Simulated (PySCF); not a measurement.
# Choosing a basis for TDDFT

BrH6OPSi2.
Geometry (PBE0-D3(BJ)/def2-SVP, Å), atoms numbered from 1 in this order:
```
atom  x, y, z in Å
P1     2.5726   -0.5438    0.7606
Si2    0.8192    0.4306   -0.2650
O3    -0.5555   -0.2109    0.4344
Si4   -2.1971   -0.1244    0.4272
Br5   -2.8950    0.5284   -1.5858
H6     2.5276   -1.7106   -0.0634
H7     3.5013    0.1313   -0.0938
H8     0.8872    1.9003   -0.0061
H9     0.7734    0.1867   -1.7362
H10   -2.6735    0.8856    1.4074
H11   -2.7592   -1.4710    0.6940
```

TDDFT with PBE0 (PySCF), vertical singlets, core orbitals frozen in the response, spherical d and f functions. One conformer (not necessarily the lowest) at the PBE0-D3(BJ)/def2-SVP geometry, without solvent, vibrations or thermal averaging. Relativistic effects, spin–orbit coupling among them, are left out although an element past zinc is present.

Question: Compare 6-31G*, def2-SVP, def2-SVPD, aug-cc-pVDZ, def2-TZVP and def2-TZVPD for this molecule.

Answer: 

| basis | functions | diffuse | S1 (eV) | S2 (eV) | S3 (eV) | S4 (eV) | S5 (eV) | LUMO (eV) | α (au) |
| --- | --- | --- | --- | --- | --- | --- | --- | --- | --- |
| 6-31G* | 112 | no | 6.43 | 7.11 | 7.16 | 7.18 | 7.20 | -0.03 | 83.7 |
| def2-SVP | 130 | no | 6.53 | 7.18 | 7.23 | 7.35 | 7.39 | 0.10 | 86.0 |
| def2-SVPD | 184 | yes | 6.23 | 6.63 | 6.81 | 6.91 | 6.94 | -0.32 | 105.1 |
| aug-cc-pVDZ | 194 | yes | 6.16 | 6.34 | 6.64 | 6.78 | 6.80 | -0.45 | 106.5 |
| def2-TZVP | 226 | no | 6.17 | 6.71 | 6.94 | 7.04 | 7.12 | -0.28 | 98.8 |
| def2-TZVPD | 280 | yes | 6.08 | 6.44 | 6.66 | 6.82 | 6.87 | -0.46 | 106.4 |

States are compared by their number. Against the largest diffuse basis here (def2-TZVPD, itself not a converged limit), sets without diffuse functions differ by up to 0.45 eV in S1 and 0.52 eV in S5; the smaller diffuse sets differ by up to 0.15 and 0.07 eV. State by state, the largest deviation of a set without diffuse functions is S1 0.45, S2 0.74, S3 0.57, S4 0.53, S5 0.52 eV. The same number needn't mean the same state in each row. Against def2-TZVPD the polarisability deviates by -21% in 6-31G*, -19% in def2-SVP, -1% in def2-SVPD, 0% in aug-cc-pVDZ, -7% in def2-TZVP.
